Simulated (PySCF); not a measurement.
HNaO.

```xyz
3

Na     0.0000     0.0000    -0.9200
O      0.0000     0.0000     1.0187
H      0.0000     0.0000     1.9705
```

Coordinates come from a PBE0-D3(BJ)/def2-TZVPD optimisation. The isomer is the one that the SMILES or the coordinates give; other isomers of the formula were not compared.

The numbers are results of KT2/pcSseg-2 (PySCF), not measurements. Non-relativistic, no solvent.

Computed absolute GIAO shielding of each atom: isotropic value and principal components (ppm):
| atom | σ(iso) | σ11 | σ22 | σ33 | span |
|---|---|---|---|---|---|
| Na1 | 574.2 | 544.9 | 544.9 | 632.7 | 87.8 |
| O2 | 392.3 | 380.8 | 380.8 | 415.2 | 34.4 |
| H3 | 33.8 | 26.4 | 26.4 | 48.7 | 22.4 |
